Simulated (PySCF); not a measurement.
Species: C$_{6}$H$_{8}$N, net charge 0, doublet state. It need not be the lowest isomer of its formula. 
Geometry from a B3LYP-D3(BJ)/def2-TZVP (Ansatz) optimisation:
SMILES: [CH2]c1ccc(C)[nH]1
```xyz
15

C      2.4990    -0.4846     0.2380
C      1.2116    -0.0606    -0.0179
C      0.7305     1.0108    -0.8112
C     -0.6688     1.0148    -0.7401
C     -1.0665    -0.0310     0.0802
N      0.0712    -0.6668     0.5059
C     -2.4213    -0.4784     0.4940
H      2.7017    -1.3331     0.8758
H      3.3364     0.0334    -0.2023
H      1.3583     1.6898    -1.3635
H     -1.3407     1.7012    -1.2292
H      0.0890    -1.4651     1.1151
H     -2.6224    -1.5077     0.1802
H     -3.1792     0.1615     0.0450
H     -2.5482    -0.4374     1.5805
```
Charge 0, spin multiplicity 2.

Dispersion corrections to the total energy (kcal/mol) from the dftd3 and dftd4 libraries through PySCF: D3(BJ) without and D4 with the three-body term, each with the damping fitted for the functional named.

| functional | D3(BJ) | D4 |
|---|---|---|
| PW6B95 | -3.96 | -7.16 |
| CAM-B3LYP | -6.27 | -6.95 |
| B2GP-PLYP | -4.66 | … |
| BHLYP | -10.72 | -9.19 |
| PBE0 | -7.09 | -6.94 |
| HSE06 | … | -6.41 |
| BLYP | -17.19 | … |

Question: What belongs in the gaps?

Answer: 
- B2GP-PLYP, D4: -3.48
- HSE06, D3(BJ): -5.29
- BLYP, D4: -18.39
